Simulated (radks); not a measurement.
Results of a calculation; reference values are marked as such.
Question: The mean radii <r> (bohr) of the occupied orbitals of an atom or ion are listed with their occupations. Level of theory: scalar-relativistic Kohn-Sham, BLYP, spin-unpolarised, spherical densities, point nucleus (a radial shooting solver on a logarithmic mesh with Libxc functionals).

orbital  occ.      <r>
1s          2  0.07304
2s          2   0.3437
2p          6   0.3077
3s          2    1.057
3p          6    1.132
5d          1    8.125

Name the element and its charge.

Answer: Z = 21, scandium, charge +2: Sc2+ in [Ar] 5d1. The 1s radius gives Z: for a bare nucleus <r> = (2 gamma + 1)/(2Z) with gamma = sqrt(1 - (Z/c)^2), 0.07087 bohr for Z = 21, and screening makes it slightly larger (0.07304 here). The occupations add up to 19, and the charge is Z minus that.
